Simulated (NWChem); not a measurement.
InN2H4 (SMILES [NH2][In][NH2]): name the method

InN2H4 has 7 atoms, charge 0, and is taken as a doublet. As SMILES, `[NH2][In][NH2]`. The shape comes from GFN2-xTB, which is rough for such elements, and wasn't checked as a minimum. This is one conformer, not always the lowest.

```xyz
7

N    -1.5891    0.5452   -0.4622
In   -0.3604   -0.4380    1.0535
N     1.6668   -0.4538    0.2388
H    -2.5948    0.4805   -0.3288
H    -1.3995    0.0713   -1.3427
H     2.4042   -0.7045    0.8927
H     1.8729    0.4992   -0.0513
```

A calculation with NWChem 7.3.0 gave:

```yaml
total_energy: -5794.5115 Eh
dipole_moment: 0.64 D
HOMO_energy: -0.76 eV
LUMO_energy: 0.12 eV
⟨S²⟩: 0.753
largest_force: 5.295 eV/Å
```

Task: Which of these levels gave the numbers?
A. HF/3-21G
B. HF/STO-3G
C. PBE/STO-3G
D. B2PLYP/STO-3G

Result: C. The others give -5825.3224 Eh (HF/3-21G), -5792.6344 Eh (HF/STO-3G), -5794.6006 Eh (B2PLYP/STO-3G).
